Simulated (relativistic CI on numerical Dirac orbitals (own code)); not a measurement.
**Hyperfine structure of Cr5+, mass number 53**

Calculated at this level of theory: Dirac-Coulomb-Breit CI, orbitals from a KLI potential per configuration, model QED (radiative potential, 1s self-energy scaled to tabulated hydrogen-like ionisation energies), valence Slater integrals scaled by 0.85, P86 correlation energy added to each configuration (own radial code, finite nucleus).

Configuration list (outside the closed core [Ne]): 3s²3p⁶3d, 3s²3p⁵3d², 3s²3p⁶4s, 3s²3p⁶4p, 3s3p⁶3d², 3s²3p⁶4d, 3s²3p⁶5s, 3s²3p⁶4f, 3s²3p⁶5p, 3s²3p⁶5d, 3s²3p⁶6s, 3s²3p⁶5f, 3s²3p⁶5g, 3s²3p⁶6p, 3s²3p⁶6d. Double excitations out of closed p, d and f shells are left out; levels of such configurations are missing from the list, as are those of other unlisted configurations, and high levels can miss mixing partners.

Nuclear spin I = 3/2, μ = -0.47431 μN, Q = -0.15 b (tables of Stone and Pyykkö). The electronic factors are computed for point nuclear moments, without core polarisation or the Bohr-Weisskopf and QED corrections.

| Level | E (eV) | A (MHz) | B (MHz) |
| --- | --- | --- | --- |
| 3s²3p⁶3d ²D3/2 | 0.0000 | -242.8 | -71.7 |
| 3s²3p⁶3d ²D5/2 | 0.1118 | -107 | -101 |
| 3s²3p⁶4s ²S1/2 | 29.1263 | -3236 |  |
| 3s²3p⁶4p ²P°1/2 | 37.6190 | -819.7 |  |
| 3s²3p⁶4p ²P°3/2 | 37.8353 | -155.9 | -137 |
| 3s²3p⁵3d² ⁴D°1/2 | 40.7355 | -238.9 |  |
| 3s²3p⁵3d² ⁴D°3/2 | 40.7977 | -142.1 | -15.9 |
| 3s²3p⁵3d² ⁴D°5/2 | 40.9023 | -72.96 | 76.3 |

Levels with J = 0, under 50 % of one LS term, or S terms without an open s electron are left out. Small factors come from cancelling terms and can be off by tens of per cent or more.

At this charge configurations can still be misplaced by up to about 7 % of their energy. 20 of the 51 excited levels that our extract of the measured tables holds in this range could be paired (the sources list more); they are missed by 4945 cm⁻¹ on average and 8601 at most, and levels without a partner can miss by more.

Give the hyperfine levels of 3s²3p⁶3d ²D3/2 relative to its centre of gravity.

With K = F(F + 1) − I(I + 1) − J(J + 1), E = AK/2 + B[¾K(K + 1) − I(I + 1)J(J + 1)]/[2I(2I − 1)J(2J − 1)]: F = 0: 820.8, F = 1: 649.7, F = 2: 235.9, F = 3: -564.2 MHz.

LS names give the leading component of a level, which can be under half, so a name can repeat, a term be missing and a line seem to break the LS rules.
